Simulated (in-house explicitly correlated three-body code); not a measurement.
Computed with an exponentially correlated three-body code. Model: two electrons around a point charge, non-relativistic, variational in 260 exponentially correlated functions (energies converged to about 1e-7 hartree, or 1e-8 relative for large Z).

Command:
```bash
python run_hyl.py task.json out
```
Settings (lengths in bohr, energies in hartree):
```
Z                      12
screening              0.12
interaction_strength   1
functions              260
states_tried           13
```

Time taken, with all properties: 46 s on 1 thread of Intel(R) Xeon(R) Platinum 8488C (Sapphire Rapids), with other jobs on the host.

**Those bound S and P states to n = 4 that converged, binding against the one-electron ion.**

Given: nuclear charge 12; Yukawa screening of all interactions 0.12 1/bohr.

Computed: one-electron threshold -70.570729 hartree.

```tsv
term	energy (hartree)	binding (eV)
1 1S	-133.917742	1723.8
2 3S	-85.0838363	394.92
2 3P	-84.6508744	383.14
2 1S	?	?
2 1P	-84.3225163	374.21
3 3S	-76.2485248	154.5
3 1S	-76.1282568	151.23
3 3P	-76.1261376	151.17
3 1P	?	?
4 3S	-73.2639535	73.286
4 1S	-73.2164203	71.993
4 3P	-73.211467	71.858
4 1P	-73.1758674	70.889
```

Question: What belongs in the row 2 1S?

Answer: energy (hartree): -84.6240719; binding (eV): 382.41.

Question: What belongs in the row 3 1P?

Answer: energy (hartree): -76.0371143; binding (eV): 148.75.

**Converged states only, values per electron or pair (inverse distances are <exp(-kr)/r>).**

| term | mean r (bohr) | mean r squared (bohr²) | mean inverse r (1/bohr) | mean r12 (bohr) | mean inverse r12 (1/bohr) | mean cosine | mean p1 dot p2 (bohr⁻²) | delta r1 (bohr⁻³) | delta r12 (bohr⁻³) |
| --- | --- | --- | --- | --- | --- | --- | --- | --- | --- |
| 1 1S | 0.12906 | 0.022301 | 11.568 | 0.18972 | 7.0675 | -0.011076 | 1.4828 | 520.04 | 58.292 |
| 2 3S | 0.32498 | 0.171 | 7.2861 | 0.54599 | 2.0409 | -0.0037661 | 0.11438 | 304.56 | - |
| 2 3P | 0.28598 | 0.1304 | 7.2671 | 0.47679 | 2.4392 | -0.073611 | -9.5246 | 273.25 | - |
| 2 1S | 0.3319 | 0.17978 | 7.2642 | 0.5534 | 2.436 | -0.0059745 | 0.13107 | 303.21 | 10.438 |
| 2 1P | 0.29151 | 0.1363 | 7.2502 | 0.46834 | 2.691 | 0.056895 | 9.2576 | 275.39 | 2.9553 |
| 3 3S | 0.66337 | 0.83037 | 6.5001 | 1.2106 | 0.94222 | -0.0012595 | 0.033473 | 283.48 | - |
| 3 1S | 0.67357 | 0.85893 | 6.4943 | 1.2295 | 1.0458 | -0.0018939 | 0.041353 | 283.19 | 3 |
| 3 3P | ? | ? | ? | ? | ? | ? | ? | ? | - |
| 3 1P | 0.63584 | 0.76799 | 6.4902 | 1.1532 | 1.119 | 0.013382 | 2.2441 | 275.03 | 0.93903 |
| 4 3S | 1.1487 | 2.6642 | 6.228 | 2.1773 | 0.5047 | -0.00053608 | 0.013711 | 278.44 | - |
| 4 1S | ? | ? | ? | ? | ? | ? | ? | ? | ? |
| 4 3P | 1.1171 | 2.5327 | 6.2257 | 2.1148 | 0.54656 | -0.0066434 | -0.82738 | 274.82 | - |
| 4 1P | 1.1279 | 2.5848 | 6.2238 | 2.1349 | 0.57501 | 0.0051063 | 0.86598 | 274.99 | 0.39446 |

Question: What belongs in the row 3 3P?

Answer: mean r (bohr): 0.62791; mean r squared (bohr²): 0.74714; mean inverse r (1/bohr): 6.4947; mean r12 (bohr): 1.1416; mean inverse r12 (1/bohr): 1.0482; mean cosine: -0.017337; mean p1 dot p2 (bohr⁻²): -2.1812; delta r1 (bohr⁻³): 274.56.

Question: What belongs in the row 4 1S?

Answer: mean r (bohr): 1.1627; mean r squared (bohr²): 2.7336; mean inverse r (1/bohr): 6.2256; mean r12 (bohr): 2.2047; mean inverse r12 (1/bohr): 0.54541; mean cosine: -0.00079618; mean p1 dot p2 (bohr⁻²): 0.0174; delta r1 (bohr⁻³): 278.34; delta r12 (bohr⁻³): 1.2216.

**Electric-dipole lines between converged S and P states, rate of the upper state's decay.**

```csv
s state,p state,p minus s (eV),oscillator strength from s,rate (1/s)
1 1S,2 1P,1349.6,0.7398,1.9489e+13
1 1S,3 1P,?,?,?
1 1S,4 1P,1652.9,0.054536,2.155e+12
2 1S,2 1P,8.2057,0.045116,4.3939e+07
2 1S,3 1P,233.66,0.39086,3.0866e+11
2 1S,4 1P,311.52,0.094403,1.3251e+11
3 1S,2 1P,-222.98,-0.050967,1.0996e+11
3 1S,3 1P,2.4801,0.082543,7.3436e+06
3 1S,4 1P,80.339,0.42128,3.9329e+10
4 1S,2 1P,-302.21,-0.010998,4.3586e+10
4 1S,3 1P,-76.755,-0.116,2.9653e+10
4 1S,4 1P,?,?,?
2 3S,2 3P,11.781,0.061951,1.2438e+08
2 3S,3 3P,243.75,0.37385,3.2128e+11
2 3S,4 3P,323.06,0.091622,1.3831e+11
3 3S,2 3P,-228.64,-0.052225,1.1846e+11
3 3S,3 3P,3.3303,0.10777,1.7289e+07
3 3S,4 3P,82.643,0.40318,3.9828e+10
4 3S,2 3P,-309.85,-0.011071,4.6122e+10
4 3S,3 3P,-77.884,-0.12079,3.1793e+10
4 3S,4 3P,1.4282,0.15836,4.6722e+06
```

Question: What belongs in the row 1 1S 3 1P?

Answer: p minus s (eV): 1575; oscillator strength from s: 0.14943; rate (1/s): 5.3615e+12.

Question: What belongs in the row 4 1S 4 1P?

Answer: p minus s (eV): 1.1035; oscillator strength from s: 0.12498; rate (1/s): 2.2012e+06.

**Static dipole response.**

```csv
state,polarisability (bohr³)
1 1S,0.00049135
2 1S,0.50359
2 3S,0.33715
```
